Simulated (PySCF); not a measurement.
H$_{9}$NSi$_{3}$, charge +1, doublet, at a GFN2-xTB geometry (a state made from the parent by changing its charge; the spin is typed, not shown lowest); PySCF with CAMB3LYP/6-31G*.

The PySCF input:
```python
from pyscf import gto, scf, dft

mol = gto.Mole()
mol.atom = '''
    Si    0.27110912    1.68440832    0.47136613
    N    -0.00944047   -0.00368159   -0.00591325
    Si   -1.64180238   -0.53915315   -0.45935453
    Si    1.34223354   -1.15653572   -0.03014888
    H    -1.01450413    2.36433936    0.41121065
    H     0.85738604    1.56453262    1.81003307
    H     1.26892506    2.14419502   -0.50048565
    H    -1.99110681    0.35218201   -1.57048559
    H    -1.54843332   -1.95154456   -0.79918500
    H    -2.43916738   -0.23163465    0.73250835
    H     0.90430539   -2.20346445    0.89924723
    H     1.34352183   -1.64697891   -1.41209643
    H     2.53413955   -0.42529458    0.37402480
'''
mol.basis = '6-31g*'
mol.charge = 1
mol.spin = 1
mol.verbose = 4
mol.build()

mf = dft.ROKS(mol)
mf.xc = 'camb3lyp'
mf.kernel()
mf.analyze()
```

It wrote (shortened):

```
PySCF version 2.14.0

[INPUT] verbose = 4
[INPUT] num. atoms = 13
[INPUT] num. electrons = 57
[INPUT] charge = 1
[INPUT] spin (= nelec alpha-beta = 2S) = 1
[INPUT] symmetry False subgroup None
[INPUT] Mole.unit = angstrom
[INPUT] Symbol           X                Y                Z      unit          X                Y                Z       unit  Magmom
[...]
nuclear repulsion = 289.701119768526
number of shells = 48
number of NR pGTOs = 216
number of NR cGTOs = 86
basis = 6-31g*
ecp = {}

******** <class 'pyscf.dft.roks.ROKS'> ********
method = ROKS
initial guess = minao
damping factor = 0
level_shift factor = 0
DIIS = <class 'pyscf.scf.diis.CDIIS'>
diis_start_cycle = 1
diis_space = 8
diis_damp = 0
SCF conv_tol = 1e-09
SCF conv_tol_grad = None
SCF max_cycles = 50
direct_scf = True
direct_scf_tol = 1e-13
num. doubly occ = 28  num. singly occ = 1
XC library pyscf.dft.libxc version 7.1.2
    S. Lehtola, C. Steigemann, M. J. T. Oliveira, and M. A. L. Marques,  SoftwareX 7, 1–5 (2018)
XC functionals = camb3lyp
    T. Yanai, D. P. Tew, and N. C. Handy,  Chem. Phys. Lett. 393, 51 (2004)
radial grids:
    Treutler-Ahlrichs [JCP 102, 346 (1995); DOI:10.1063/1.469408] (M4) radial grids

becke partition: Becke, JCP 88, 2547 (1988); DOI:10.1063/1.454033
pruning grids: <function nwchem_prune>
grids dens level: 3
symmetrized grids: False
atomic radii adjust function: <function treutler_atomic_radii_adjust>
small_rho_cutoff = 0
Set gradient conv threshold to 3.16228e-05
tot grids = 159720
init E= -928.460770244465
[...]
cycle= 1 E= -928.237337023191  delta_E= 0.223  |g|= 0.259  |ddm|= 2.06
[...]
cycle= 2 E= -928.266812493632  delta_E= -0.0295  |g|= 0.117  |ddm|= 0.438
[...]
cycle= 3 E= -928.270152920084  delta_E= -0.00334  |g|= 0.057  |ddm|= 0.111
[...]
cycle= 4 E= -928.2711011849  delta_E= -0.000948  |g|= 0.0309  |ddm|= 0.0511
[...]
cycle= 5 E= -928.271409095242  delta_E= -0.000308  |g|= 0.00369  |ddm|= 0.0265
[...]
cycle= 6 E= -928.271418904264  delta_E= -9.81e-06  |g|= 0.00106  |ddm|= 0.00596
[...]
cycle= 7 E= -928.27141946442  delta_E= -5.6e-07  |g|= 0.000104  |ddm|= 0.00174
[...]
cycle= 8 E= -928.27141946878  delta_E= -4.36e-09  |g|= 3.82e-06  |ddm|= 0.000101
[...]
cycle= 9 E= -928.271419468796  delta_E= -1.64e-11  |g|= 1.06e-06  |ddm|= 9.41e-06
[...]
Extra cycle  E= -928.271419468791  delta_E= 5.46e-12  |g|= 1.31e-06  |ddm|= 1.78e-06
converged SCF energy = -928.271419468791
**** SCF Summaries ****
Total Energy =                        -928.271419468791009
Nuclear Repulsion Energy =             289.701119768525984
One-electron Energy =                -1848.755503073022055
Two-electron Energy =                  630.782963835705004
Two-electron Coulomb Energy =          703.597239893188544
DFT Exchange-Correlation Energy =      -72.814276057483539
HOMO-LUMO gap [eV] =                     8.530784265386343
**** MO energy ****
                Roothaan           | alpha              | beta
[...]
 ** Mulliken pop on meta-lowdin orthogonal AOs  **
 ** Mulliken pop  **
 ** Mulliken atomic charges  **
charge of    0Si =      0.62500
charge of    1N =     -0.52233
charge of    2Si =      0.62496
charge of    3Si =      0.62499
charge of    4H =     -0.04847
charge of    5H =     -0.03481
charge of    6H =     -0.03429
charge of    7H =     -0.03452
charge of    8H =     -0.04846
charge of    9H =     -0.03454
charge of   10H =     -0.03433
charge of   11H =     -0.03475
charge of   12H =     -0.04847

WARN: System has nonzero charge 1; the dipole moment is origin-dependent.
Location of origin: [0. 0. 0.]

Dipole moment(X, Y, Z, Debye): -0.04591, -0.01829, -0.02952
```
